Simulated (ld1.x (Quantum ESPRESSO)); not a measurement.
# Ranking TM semilocal potentials for mercury (Hg)

All share these settings but for the change named:

mercury, norm-conserving Troullier–Martins (semilocal form), made with ld1.x (Quantum ESPRESSO) 7.5 (PBEsol, scalar-relativistic). Core [Kr] 4d10 4f14, reference 5s2 5p6 5d10 6s0 6p0 (charge +2). Waves: 5s (bound): rc 1.20 bohr; 5p (bound): rc 1.10 bohr; 5d (bound): rc 1.80 bohr. Local part: the d channel. Core correction: none.

Test errors are all-electron minus pseudo excitation energies from the reference, over 5s2 5p6 5d10 6s2 6p0; 5s2 5p6 5d10 6s1 6p0; 5s2 5p6 5d9 6s0 6p0; 5s2 5p6 5d10 6s0 6p1; 5s2 5p5 5d10 6s2 6p0; 5s2 5p6 5d9 6s2 6p1; 5s2 5p6 5d10 6s0 6p2. None of these files shows a bound ghost.

The base gives 2340.8 meV.

Of 10 variants that were run, those that failed, showed a ghost or another fault, or gave nearly equal values are left out.

Q: Rank these variants by their largest absolute test error, smallest first.
A. wave 5s (bound): rc 1.20 bohr becomes 5s (bound): rc 0.98 bohr
B. wave 5s (bound): rc 1.20 bohr becomes 5s (bound): rc 1.14 bohr
C. wave 5s (bound): rc 1.20 bohr becomes 5s (bound): rc 1.24 bohr
D. wave 5s (bound): rc 1.20 bohr becomes 5s (bound): rc 1.46 bohr
E. wave 5s (bound): rc 1.20 bohr becomes 5s (bound): rc 0.78 bohr

A: A (441.0 meV), E (939.3 meV), B (1515.5 meV), C (2885.1 meV), D (8662.0 meV).
